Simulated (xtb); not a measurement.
HO₄Re, triplet, from a rough starting geometry (GFN-xTB shapes and energies of metal compounds can be far from the true ones) (the multiplicity is a formal guess); GFN2-xTB run with xtb.

Here is a job for xtb.
```
$ xtb mol.xyz --gfn 2 --uhf 2 --opt vtight --json

# file mol.xyz
6

Re     0.34009878    -0.21208372    -0.24355727
O      1.29188362     0.66737417    -1.19001231
O      1.27405702    -0.97200626     0.90734094
O     -0.31118201    -1.44113562    -1.09559726
O     -0.94090302     0.77286652     0.61782127
H     -1.63079501     1.28173286     1.07258751
```

What the program printed (banner, timings and long lists left out):

```
   ID    Z sym.   atoms
    1   75 Re     1
    2    8 O      2-5
    3    1 H      6

           -------------------------------------------------
          |                Calculation Setup                |
           -------------------------------------------------

           -------------------------------------------------
          |                 G F N 2 - x T B                 |
           -------------------------------------------------

          ...................................................
          :                      SETUP                      :
          :.................................................:
          :  # basis functions                  27          :
          :  # atomic orbitals                  26          :
          :  # shells                           12          :
          :  # electrons                        32          :
          :  max. iterations                   250          :
          :  Hamiltonian                  GFN2-xTB          :
          :  restarted?                      false          :
          :  GBSA solvation                  false          :
          :  PC potential                    false          :
          :  electronic temp.          300.0000000     K    :
          :  accuracy                    1.0000000          :
          :  -> integral cutoff          0.2500000E+02      :
          :  -> integral neglect         0.1000000E-07      :
          :  -> SCF convergence          0.1000000E-05 Eh   :
          :  -> wf. convergence          0.1000000E-03 e    :
          :  Broyden damping             0.4000000          :
          :  net charge                          0          :
          :  unpaired electrons                  2          :
          ...................................................

 iter      E             dE          RMSdq      gap      omega  full diag
   1    -19.6622235 -0.196622E+02  0.108E+01    0.26       0.0  T
   2    -19.5700402  0.921833E-01  0.110E+01    0.04       1.0  T
   3    -19.8909895 -0.320949E+00  0.656E+00    0.23       1.0  T
   4    -19.9037731 -0.127835E-01  0.406E+00    0.16       1.0  T
   5    -19.8966226  0.715048E-02  0.428E+00    0.08       1.0  T
   6    -19.9089614 -0.123389E-01  0.298E+00    0.05       1.0  T
   7    -19.9089743 -0.128635E-04  0.144E+00    0.11       1.0  T
   8    -19.9139950 -0.502071E-02  0.905E-01    0.10       1.0  T
   9    -19.9143759 -0.380915E-03  0.435E-01    0.09       1.0  T
  10    -19.9143944 -0.185072E-04  0.347E-01    0.08       1.0  T
  11    -19.9145626 -0.168158E-03  0.194E-01    0.09       1.0  T
  12    -19.9146427 -0.800836E-04  0.197E-01    0.08       1.0  T
  13    -19.9146710 -0.283118E-04  0.594E-02    0.08       1.0  T
  14    -19.9146727 -0.169797E-05  0.357E-02    0.08       1.1  T
  15    -19.9146732 -0.476744E-06  0.633E-03    0.08       6.4  T
  16    -19.9146732 -0.151136E-07  0.906E-04    0.08      45.0  T
  17    -19.9146732  0.262130E-08  0.184E-03    0.08      22.2  T
  18    -19.9146732 -0.373002E-08  0.176E-04    0.08     232.1  T

   *** convergence criteria satisfied after 18 iterations ***

 transition dipole moment (au) for excitation:          16          17
     X       Y       Z
   0.3197   0.3084  -0.1271  total (au/Debye):    0.462   1.174
 dE (eV)             :    4.332
 oscillator strength :  0.32047E-01

         :::::::::::::::::::::::::::::::::::::::::::::::::::::
         ::                     SUMMARY                     ::
         :::::::::::::::::::::::::::::::::::::::::::::::::::::
         :: total energy             -19.812832163818 Eh    ::
         :: gradient norm              0.175808505712 Eh/a0 ::
         :: HOMO-LUMO gap              0.083854130244 eV    ::
         ::.................................................::
         :: SCC energy               -19.914672134641 Eh    ::
         :: -> isotropic ES            0.075062666681 Eh    ::
[...]
 * total energy  :   -19.8609663 Eh     change        0.1327837E-02 Eh
 * total energy  :   -19.8646428 Eh     change       -0.3676558E-02 Eh
 * total energy  :   -19.8667651 Eh     change       -0.2122247E-02 Eh
 * total energy  :   -19.8715222 Eh     change       -0.4757069E-02 Eh
 * total energy  :   -19.8728218 Eh     change       -0.1299631E-02 Eh
 * total energy  :   -19.8731229 Eh     change       -0.3010756E-03 Eh
 * total energy  :   -19.8731826 Eh     change       -0.5969738E-04 Eh
 * total energy  :   -19.8731918 Eh     change       -0.9290353E-05 Eh
 * total energy  :   -19.8731937 Eh     change       -0.1862251E-05 Eh
 * total energy  :   -19.8731942 Eh     change       -0.5350038E-06 Eh
 * total energy  :   -19.8731944 Eh     change       -0.1718350E-06 Eh
 * total energy  :   -19.8731945 Eh     change       -0.5799434E-07 Eh
   *** GEOMETRY OPTIMIZATION CONVERGED AFTER 30 ITERATIONS ***
         :: total energy             -19.873194473199 Eh    ::
[...]
         7        2.0000           -0.5667188             -15.4212
         8        2.0000           -0.5622054             -15.2984
         9        2.0000           -0.5527761             -15.0418
        10        2.0000           -0.5517460             -15.0138
        11        2.0000           -0.5480301             -14.9127
        12        2.0000           -0.5265354             -14.3278
        13        2.0000           -0.5206989             -14.1689
        14        2.0000           -0.5088627             -13.8469
        15        2.0000           -0.5004685             -13.6184
        16        1.0000           -0.4725710             -12.8593
        17        1.0000           -0.4416489             -12.0179 (HOMO)
        18                         -0.3714565             -10.1078 (LUMO)
        19                         -0.3107417              -8.4557
        20                         -0.2833144              -7.7094
        21                         -0.2595871              -7.0637
        22                          0.0701350               1.9085
        23                          0.3237455               8.8096
        24                          0.5383637              14.6496
        25                          0.6409141              17.4402
        26                          1.0325542              28.0972
      -------------------------------------------------------------
                  HL-Gap            0.0701924 Eh            1.9100 eV
             Fermi-level           -0.4465362 Eh          -12.1509 eV

     #   Z          covCN         q      C6AA      α(0)
     1  75 Re       3.073     0.920   408.968    49.886
     2   8 O        0.771    -0.291    19.647     5.941
     3   8 O        0.773    -0.326    20.295     6.038
     4   8 O        0.771    -0.291    19.648     5.941
     5   8 O        1.572    -0.390    20.705     6.140
     6   1 H        0.805     0.377     0.528     1.142

 Mol. C6AA /au·bohr⁶  :       1435.925414
 Mol. C8AA /au·bohr⁸  :     104556.534303
 Mol. α(0) /au        :         75.087392

Wiberg/Mayer (AO) data.
largest (>0.10) Wiberg bond orders for each atom

 ---------------------------------------------------------------------------
     #   Z sym  total        # sym  WBO       # sym  WBO       # sym  WBO
 ---------------------------------------------------------------------------
     1  75 Re   6.692 --     2 O    2.160     4 O    2.160     3 O    1.428
                             5 O    0.909
     2   8 O    2.519 --     1 Re   2.160     4 O    0.156     3 O    0.111
     3   8 O    2.032 --     1 Re   1.428     5 O    0.371     2 O    0.111
                             4 O    0.111
     4   8 O    2.519 --     1 Re   2.160     2 O    0.156     3 O    0.111
     5   8 O    2.265 --     1 Re   0.909     6 H    0.807     3 O    0.371
     6   1 H    0.857 --     5 O    0.807
 ---------------------------------------------------------------------------

Topologies differ in total number of bonds
Writing topology from bond orders to xtbtopo.mol

molecular dipole:
                 x           y           z       tot (Debye)
 q only:       -0.581       0.439       0.525
   full:       -1.115       0.839       0.943       4.281
molecular quadrupole (traceless):
                xx          xy          yy          xz          yz          zz
 q only:       -0.047      -1.662      -0.973      -1.354       1.108       1.020
  q+dip:       -0.187      -0.867      -0.587      -0.684       0.610       0.774
   full:        0.049      -1.555      -0.794      -0.560       0.537       0.745

optimized geometry written to: xtbopt.xyz

           -------------------------------------------------
          | TOTAL ENERGY              -19.873194473199 Eh   |
          | GRADIENT NORM               0.000063310753 Eh/α |
          | HOMO-LUMO GAP               1.910032086445 eV   |
           -------------------------------------------------

normal termination of xtb
```
